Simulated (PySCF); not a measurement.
# From PBE0 to CCSD(T): MTl along group 13

PBE0 and CCSD(T) in PySCF with def2-SVP on every atom (core potentials on In, Tl), for the lowest determinant that a PBE0 search found; no spin–orbit coupling.

| molecule | state (unpaired electrons) | PBE0 Re (Å) | PBE0 ωe (cm⁻¹) | PBE0 De (eV) | CCSD(T) Re (Å) | CCSD(T) ωe (cm⁻¹) | CCSD(T) De (eV) |
| --- | --- | --- | --- | --- | --- | --- | --- |
| AlTl | triplet (σ ↑, π ↑) | 2.924 | 183 | 1.35 | 2.918 | 188 | 1.10 |
| TlGa | triplet (σ ↑, π ↑) | 2.916 | 125 | 1.31 | ? | ? | ? |
| TlIn | triplet (σ ↑, π ↑) | 3.094 | 98.3 | 1.22 | 3.101 | 101 | 1.02 |
| Tl2 | triplet (σ ↑, π ↑) | 3.140 | 81.5 | 1.17 | 3.152 | 82.9 | 0.97 |

Q: Estimate the CCSD(T) values of TlGa by adding the mean shift from PBE0 to CCSD(T) of the other rows, and compare with the calculation.

A: The mean shifts are +0.4 pm, +3 cm⁻¹ and -0.22 eV, which give 2.920 Å, 128 cm⁻¹ and 1.09 eV. CCSD(T)/def2-SVP gives Re = 2.924 Å, ωe = 127 cm⁻¹, De = 1.09 eV.

Q: What are the mean differences of PBE0 from CCSD(T) over the whole series?

A: Re -0.5 pm, ωe -3 cm⁻¹, De +0.22 eV.

In a basis of this size CCSD(T) is itself not converged; it tends to give bonds that are too long and too weak.

Correlated steps freeze the inner cores (8 to 13 orbitals); shallow outer-core shells are correlated. Correlated levels converge slowly with the basis: in double zeta they bind strong bonds too weakly, by up to about 1 eV, and carry superposition errors of some tenths. Spin–orbit coupling is left out, which matters for elements this heavy, above all for dissociation energies. States were picked by a PBE0 search and need not be the measured ground states.
